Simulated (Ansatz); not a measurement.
```yaml
crystal:
  periodic: [false, false, false]
  atoms:
    - {symbol: Si, position_ang: [-1.629284, 3.645144, -2.294762]}
    - {symbol: Al, position_ang: [0.042859, -0.228897, -0.236141]}
    - {symbol: Si, position_ang: [3.296765, -0.304534, 2.827107]}
    - {symbol: Si, position_ang: [-2.208031, -4.528491, -1.392363]}
    - {symbol: H, position_ang: [-3.512774, 3.457288, -3.945398]}
    - {symbol: H, position_ang: [-2.550148, 5.225940, -0.666492]}
    - {symbol: H, position_ang: [0.974865, 5.091996, -3.014081]}
    - {symbol: H, position_ang: [4.271155, -2.574006, 4.552757]}
    - {symbol: H, position_ang: [5.472270, 0.895328, 2.133112]}
    - {symbol: H, position_ang: [2.660905, 1.597646, 5.006615]}
    - {symbol: H, position_ang: [-0.022752, -6.096468, -2.199685]}
    - {symbol: H, position_ang: [-3.375726, -5.065213, 1.235741]}
    - {symbol: H, position_ang: [-3.717272, -4.158522, -3.944126]}
basis:
  gaussian: {orbitals: def2-SVPD}
hamiltonian: {xc: {name: rPW86-PBE}, dispersion: d4}
output: {forces: true}
```

```sh
$ ansatz run in.yaml --threads 4 --pin off --events-out ev --progress --plain --max-ram 10444MiB
```

It prints (some lines left out):

```
Functional definition: rPW86-PBE
1489 factors; their error is unknown
mean field evaluation 1: about -30343.9892 eV, gradient 4.8e1 eV
mean field evaluation 2: about -30028.5994 eV, gradient 1.4e2 eV
mean field evaluation 4: about -30093.9040 eV, gradient 1.2e2 eV
mean field evaluation 8: about -30368.1029 eV, gradient 3.0e0 eV
mean field evaluation 16: about -30367.5198 eV, gradient 6.4e0 eV
mean field evaluation 32: about -30356.0934 eV, gradient 2.4e1 eV
mean field evaluation 64: about -30365.7604 eV, gradient 9.5e0 eV
mean field evaluation 96: about -30368.0788 eV, gradient 1.1e-2 eV
mean field -30368.19181932 eV, -1116.0104650603 hartree, gradient 2.4e-5 eV, S^2 0.000000; 6 other end points of the search recorded, 0 dependent functions left out
reference -30368.19209860 eV, -1116.0104753237 hartree; 32, 32 occupied and 136, 136 virtual orbitals, 1489 factors
Total energy: -30368.50175668 eV, -1116.0218550480 hartree
Atom 0 at    -1.629284     3.645144    -2.294762 Å, force    -1.329664     1.539541     0.106895 eV/Å
Atom 1 at     0.042859    -0.228897    -0.236141 Å, force     0.111119     0.092334     0.106958 eV/Å
Atom 2 at     3.296765    -0.304534     2.827107 Å, force     1.667632     0.914506     1.060625 eV/Å
Atom 3 at    -2.208031    -4.528491    -1.392363 Å, force     0.249905    -0.673126    -0.389267 eV/Å
Atom 4 at    -3.512774     3.457288    -3.945398 Å, force     1.548052     0.193476     1.305895 eV/Å
Atom 5 at    -2.550148     5.225940    -0.666492 Å, force     0.802734    -1.446543    -1.489460 eV/Å
Atom 6 at     0.974865     5.091996    -3.014081 Å, force    -0.928761    -0.524499     0.202949 eV/Å
Atom 7 at     4.271155    -2.574006     4.552757 Å, force    -0.424138     0.924027    -0.793114 eV/Å
Atom 8 at     5.472270     0.895328     2.133112 Å, force    -1.724729    -0.988333     0.489853 eV/Å
Atom 9 at     2.660905     1.597646     5.006615 Å, force     0.206814    -0.845046    -1.025539 eV/Å
Atom 10 at    -0.022752    -6.096468    -2.199685 Å, force    -1.291050     0.853051     0.514716 eV/Å
Atom 11 at    -3.375726    -5.065213     1.235741 Å, force     0.508516     0.169117    -1.238438 eV/Å
Atom 12 at    -3.717272    -4.158522    -3.944126 Å, force     0.603571    -0.208503     1.147928 eV/Å
Dipole moment:    -0.351175    -0.306887    -0.386174 e Å
```

Problem. What is wrong with this run?

Solution. The coordinates are in bohr but typed as ångström. Self-consistency was reached. The result belongs to that input, not to the molecule as meant.
